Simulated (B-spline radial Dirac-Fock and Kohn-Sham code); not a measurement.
A summary of the ionisation energies of hafnium (Z = 72) against charge, from Dirac-Fock energy differences between relaxed states, corrected for Breit and QED terms and from the NIST table. The largest relative steps of the computed values, from charge +5 on, come at Hf⁵⁺ (67 electrons left, 65.52 to 101.3 eV); Hf²⁶⁺ (46 electrons left, 764.0 to 1007.3 eV); Hf⁴⁴⁺ (28 electrons left, 2219.1 to 3764.5 eV); Hf⁶²⁺ (10 electrons left, 6673.9 to 15086.6 eV). The median of |NIST − computed| / NIST over the 70 ions is 1.85 %.

| charge | computed (eV) | NIST (eV) |
| --- | --- | --- |
| 0 | 5.44 | 6.82507 |
| 5 | 101.3 | 98 |
| 10 | 195.2 | 209 |
| 15 | 339.0 | 359 |
| 20 | 536.4 | 570 |
| 25 | 764.0 | 772 |
| 30 | 1201.0 | 1195 |
| 35 | 1457.4 | 1467 |
| 40 | 1909.8 | 1963 |
| 45 | 3888.7 | 3858 |
| 50 | 4533.1 | 4573 |
| 55 | 5574.2 | 5468 |
| 60 | 6545.0 | 6545 |
| 65 | 16112.3 | 15680 |
